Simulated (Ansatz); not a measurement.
`C[SiH](C)P` + CH₃OH → `CO[SiH](C)C` + PH₃ at 298.15 K and 1 bar (cleavage of the Si–P bond).

Isolated molecules relaxed with PBE0-D4/def2-TZVP in Ansatz; ΔE leaves out vibrations. CCSD(T)/CBS is the MP2 limit (def2-TZVPP, def2-QZVPP) plus CCSD(T) − MP2 in def2-TZVPP, frozen cores. This one scheme is used for every species. Each species was taken in one conformer, which may not be the lowest.

| species | CCSD(T)/CBS energy (Eh) | H − E (kJ/mol) | S (J/(mol·K)) |
| --- | --- | --- | --- |
| `C[SiH](C)P` | -711.56475 | 285.9 | 355.6 |
| CH₃OH | -115.61712 | 146.3 | 238.2 |
| `CO[SiH](C)C` | -484.48883 | 352.3 | 373.8 |
| PH₃ | -342.72256 | 73.1 | 210.2 |

H − E and S are ideal-gas, rigid-rotor, harmonic terms from PBE0-D4/def2-TZVP, for one conformer and one mirror image of each species. 1 Eh = 2625.50 kJ/mol, R = 8.31446 J/(mol·K).

Q: By hand: ΔE, ΔH, ΔS and ΔG.

A: ΔE = (-484.48883) + (-342.72256) − (-711.56475) − (-115.61712) = -0.02952 Eh = -77.5 kJ/mol. Δ(H − E) = 352.3 + 73.1 − 285.9 − 146.3 = -6.8, so ΔH = -84.3 kJ/mol. ΔS = 373.8 + 210.2 − 355.6 − 238.2 = -9.8 J/(mol·K). ΔG = -84.3 − 298.15 × (-9.8)/1000 = -81.4 kJ/mol.

Q: By hand: the equilibrium constant, and the temperature at which ΔG would vanish if ΔH and ΔS stayed fixed.

A: log₁₀ K = −ΔG/(RT ln 10) = 14.3. ΔG = 0 at ΔH/ΔS = 8602 K, far beyond where these terms or the molecules hold.

The number of gas molecules stays the same, so ΔS is small and ΔH decides. A doubt of 5 kJ/mol in ΔE shifts log₁₀ K by 0.9 here. Other conformers and mirror images would add mixing entropy, several J/(mol·K) or more a flexible species. These are equilibria of isolated gas molecules and say nothing of rates. Largest T1 diagnostic: 0.013 (customary marks: 0.02 for closed shells, 0.045 for open ones).
